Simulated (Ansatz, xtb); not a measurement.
Two isomers of C5H9OPSi

We compare a, `C[P@]1(=O)C=CC=C1[SiH3]`, a singlet, with b, `P[SiH2]Cc1ccco1`, a singlet. Both are isolated molecules in the gas phase, relaxed with r2SCAN-D4/def2-SVP, each in the lowest conformer that the search found.

Estimate which is lower in electronic energy at CCSD(T)/def2-SVP + ΔMP2/def2-TZVPP, and by roughly how much.

Not settled: CCSD(T)/def2-SVP + ΔMP2/def2-TZVPP gives E(b) − E(a) = +63.5 kJ/mol, but this leans on the basis-set step: CCSD(T) alone gives −18.5 kJ/mol.

The same difference at several levels:

```tsv
level	geometry	E(b) − E(a) (kJ/mol)	departure from the last row (kJ/mol)	job, with rough time for the two
GFN2-xTB	GFN2-xTB	+51.9	−11.6	optimisation, 0.43 s
HF/STO-3G	GFN2-xTB	−392.1	−455.6	single point, 0.58 s
r2SCAN-D4/def2-SVP//GFN2-xTB	GFN2-xTB	−17.8	−81.4	single point, 5.7 s
r2SCAN-D4/def2-SVP	r2SCAN-D4/def2-SVP	−20.0	−83.5	optimisation, 2.5 min
HF/def2-SVP	r2SCAN-D4/def2-SVP	−4.3	−67.8	part of the CCSD(T) run
MP2/def2-SVP	r2SCAN-D4/def2-SVP	−11.0	−74.6	part of the CCSD(T) run
CCSD(T)/def2-SVP	r2SCAN-D4/def2-SVP	−18.5	−82.1	single point
CCSD(T)/def2-SVP + ΔMP2/def2-TZVPP	r2SCAN-D4/def2-SVP	+63.5		single point, 2.7 min
```

As drawn, b has 1 P–Si, 3 C∷C, 2 C∷O, 2 P–H in place of 3 C–P, 1 O=P, 2 C=C, 1 C–H, 1 Si–H (∷ is an aromatic bond). Structure a has a 5-membered ring, b a 5-membered ring (with an aromatic ring).

HF/STO-3G, r2SCAN-D4/def2-SVP//GFN2-xTB, r2SCAN-D4/def2-SVP, HF/def2-SVP, MP2/def2-SVP, CCSD(T)/def2-SVP put the two in the other order. The largest departure from CCSD(T)/def2-SVP + ΔMP2/def2-TZVPP is that of HF/STO-3G, 455.6 kJ/mol. The last row adds to CCSD(T) the change of the MP2 difference between the two basis sets, here +82.1 kJ/mol, a large step that makes the value less sure.

With thermal terms from frequencies at re-optimised GFN2-xTB minima (ideal gas, soft modes damped towards free rotors, one conformer each, 298.15 K, 1 atm): the zero-point term adds +2.5 kJ/mol; ΔH is +64.6 and ΔG +65.8 kJ/mol.

The correlated steps freeze 16 core orbitals. Mirror images aren't counted in ΔG. Codes used: Ansatz 0.2.0, xtb 6.7.1; the last row on 4 threads of Arm Neoverse V1 on a shared host.
